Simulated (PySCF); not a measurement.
ECD: `C=C1C[C@@H](Cl)[C@@H]1C#N`, C6H6ClN

Molfile (atoms numbered from 1):
```
C6H6ClN
     RDKit          3D

 14 14  0  0  0  0  0  0  0  0999 V2000
    1.9923    0.3078   -0.4066 C   0  0  0  0  0  0  0  0  0  0  0  0
    0.7461    0.2343    0.0045 C   0  0  0  0  0  0  0  0  0  0  0  0
    0.0723    0.1436    1.3471 C   0  0  0  0  0  0  0  0  0  0  0  0
   -1.2537   -0.1455    0.6273 C   0  0  1  0  0  0  0  0  0  0  0  0
   -2.6060    0.9289    1.0375 Cl  0  0  0  0  0  0  0  0  0  0  0  0
   -0.5783    0.1445   -0.7359 C   0  0  2  0  0  0  0  0  0  0  0  0
   -0.6782   -0.9011   -1.7142 C   0  0  0  0  0  0  0  0  0  0  0  0
   -0.7428   -1.7567   -2.4699 N   0  0  0  0  0  0  0  0  0  0  0  0
    2.2427    0.3338   -1.4536 H   0  0  0  0  0  0  0  0  0  0  0  0
    2.8102    0.3438    0.2926 H   0  0  0  0  0  0  0  0  0  0  0  0
    0.4275   -0.6447    2.0088 H   0  0  0  0  0  0  0  0  0  0  0  0
    0.0687    1.0874    1.8912 H   0  0  0  0  0  0  0  0  0  0  0  0
   -1.6107   -1.1702    0.7286 H   0  0  0  0  0  0  0  0  0  0  0  0
   -0.8909    1.0936   -1.1795 H   0  0  0  0  0  0  0  0  0  0  0  0
  1  2  2  0
  2  3  1  0
  3  4  1  0
  4  5  1  0
  4  6  1  0
  6  7  1  0
  7  8  3  0
  6  2  1  0
  1  9  1  0
  1 10  1  0
  3 11  1  0
  3 12  1  0
  4 13  1  6
  6 14  1  6
M  END
```

Theory: TDDFT B3LYP/aug-cc-pVDZ circular dichroism and optical rotation, one conformer, gas phase in PySCF. Geometry: GFN2-xTB.

Problem. What are the CIP labels of the stereocentres?

Solution. C4 R, C6 S.

Problem. List the lowest 16 singlet excitations with oscillator and rotatory strengths.

Solution. Rotatory strengths R in 10⁻⁴⁰ esu² cm², velocity form and length form (origin at the centre of mass); f in length form.
```
state  E (eV)  λ (nm)      f  R (velocity)  R (length)                                    main
    1    6.23     199  0.116         +37.3       +37.5        HOMO→LUMO 0.74, HOMO−1→LUMO 0.13
    2    6.42     193  0.023         -27.0       -27.3        HOMO−1→LUMO 0.80, HOMO→LUMO 0.09
    3    6.45     192  0.002          -0.5        -0.5                        HOMO−2→LUMO 0.93
    4    6.61     187  0.023          -7.7        -7.6      HOMO→LUMO+1 0.79, HOMO→LUMO+2 0.10
    5    6.69     185  0.024          +8.3        +8.2                        HOMO→LUMO+2 0.85
    6    6.88     180  0.003          +1.5        +1.2                        HOMO−3→LUMO 0.93
    7    7.19     172  0.005          +1.7        +1.7  HOMO−1→LUMO+1 0.66, HOMO−1→LUMO+2 0.20
    8    7.21     172  0.002         -12.8       -13.4  HOMO−2→LUMO+1 0.53, HOMO−2→LUMO+2 0.24
    9    7.23     171  0.005          -2.8        -2.9      HOMO→LUMO+5 0.44, HOMO→LUMO+3 0.24
   10    7.32     169  0.018         +17.5       +17.8      HOMO→LUMO+4 0.63, HOMO→LUMO+3 0.22
   11    7.36     169  0.014          +6.1        +6.3      HOMO→LUMO+3 0.36, HOMO→LUMO+5 0.22
   12    7.39     168  0.010         -13.7       -13.8    HOMO−3→LUMO+2 0.20, HOMO−4→LUMO 0.12
   13    7.46     166  0.007          +2.9        +3.0    HOMO−4→LUMO 0.37, HOMO−2→LUMO+1 0.10
   14    7.51     165  0.027         +18.7       +18.6    HOMO−1→LUMO+2 0.39, HOMO−4→LUMO 0.15
   15    7.56     164  0.024          +6.9        +6.9      HOMO→LUMO+6 0.46, HOMO→LUMO+7 0.29
   16    7.59     163  0.019         +13.3       +13.3    HOMO−2→LUMO+2 0.36, HOMO−4→LUMO 0.18
```

Among the states computed, the strongest CD band (largest |R|) is state 1. The largest dissymmetry factor in size, g = 4R/(D+G), with D and G the electric and magnetic dipole strengths, is -0.063 for state 8 (velocity form, f = 0.002), among bands with |R| over 0.5. The mirror image has the same energies and oscillator strengths and all R with the opposite sign.
